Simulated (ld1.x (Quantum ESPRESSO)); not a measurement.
N: one change to a TM potential, before and after

ld1.x (Quantum ESPRESSO) 7.5 input, shortened:

```
&input
   title='N', zed=7., rel=1, dft='PBESOL', iswitch=3,
   config='[He] 2s2 2p3'
 /
 &inputp
   pseudotype=2, tm=.true., lloc=1,
   nlcc=.false.
 /
2
2S  1  0   2.00   0.00  0.75  0.75  0.0
2P  2  1   3.00   0.00  2.50  2.50  0.0
 &test
   configts(1)='2s2 2p3'
 /
```

All-electron outer shells of the reference configuration (PBEsol, scalar-relativistic, ld1.x):

```json
{"shell": "1s", "level (eV)": "-383.09", "outermost node (bohr)": "–", "outermost maximum (bohr)": "0.15"}
{"shell": "2s", "level (eV)": "-18.46", "outermost node (bohr)": "0.32", "outermost maximum (bohr)": "1.02"}
{"shell": "2p", "level (eV)": "-7.04", "outermost node (bohr)": "–", "outermost maximum (bohr)": "0.98"}
```

Change: all radii scaled by about 0.84 (s 0.62, p 2.10 bohr).

Cutoffs: the cutoffs (Ry, on a coarse ladder) from which the occupation-weighted sum of valence levels, in a spherical-Bessel basis at the reference potential, stays within 10 and 1 mRy of its value at 400 Ry; they do not see the model core or the augmentation charge, which bear on the density cutoff. Errors are all-electron minus pseudo energies relative to the spin-unpolarised reference configuration.

**Question.** How do hardness, ghosts and transferability respond?

**Answer.** Of the 7 tests that both files solve, the error grows in 0 and shrinks in 7 by more than 15 % and 0.3 meV (median size 212.9 → 122.2 meV); neither file shows a bound ghost. Less of the atom is replaced, so other configurations are described better.

| quantity | base | changed |
| --- | --- | --- |
| cutoff, loose | 100 Ry | 200 Ry |
| cutoff, tight | 230 Ry | over 300 Ry |
| loose cutoff by channel (10 mRy a level) | s 50 Ry, p 21 Ry | s 180 Ry, p 30 Ry |
| bound ghosts | none | none |
| error for 2s2 2p2, meV [ΔE 13.52 eV] | +56 | +22 |
| error for 2s2 2p1, meV [ΔE 42.26 eV] | +726 | +391 |
| error for 2s2 2p0, meV [ΔE 89.14 eV] | +3106 | +1884 |
| error for 2s2 2p2.5, meV [ΔE 5.06 eV] | +3.1 | -0.3 |
| error for 2s2 2p3.3, meV [ΔE -1.60 eV] | -2.2 | -1.5 |
| error for 2s1 2p3, meV [ΔE 25.24 eV] | -213 | -122 |
| error for 2s1 2p0, meV [ΔE 166.66 eV] | +5091 | +3140 |
